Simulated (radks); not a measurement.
Results of a calculation; reference values are marked as such.
Task: These are the eigenvalues of the occupied orbitals of an atom or ion with whole-number occupations (eV). Code: a radial shooting solver on a logarithmic mesh with Libxc functionals. Model: Dirac Kohn-Sham, PBEsol, spin-unpolarised, spherical densities, finite nucleus; Fermi nuclear charge, rms radius of each element as measured or else 0.836 A^(1/3) + 0.57 fm.

orbital  eigenvalue
1s1/2     -90476.53
2s1/2     -16288.70
2p1/2     -15661.26
2p3/2     -13343.05
3s1/2     -3973.113
3p1/2     -3687.585
3p3/2     -3168.602
3d3/2     -2697.321
3d5/2     -2587.240
4s1/2     -953.8840
4p1/2     -829.4116
4p3/2     -701.3979
4d3/2     -498.1031
4d5/2     -474.1995
5s1/2     -211.9021
4f5/2     -210.2805
4f7/2     -204.7844
5p1/2     -168.5799
5p3/2     -143.7163
5d3/2      -82.5331
5d5/2      -79.3478

Which element is it, and in what charge state? The configuration may be excited. Open shells, if any, are shared by 2j + 1.

Result: Z = 83, bismuth, charge +5: Bi5+ in [Xe] 4f14 5d10. The list shows which subshells hold electrons but not how many an open one holds; the 1s level, -3325 hartree, gives Z - s = 81.5 by -(Z - s)^2/2, which with screening and relativity narrows Z to a few neighbours, and the depths of the outer levels then fix element, charge and occupations together.
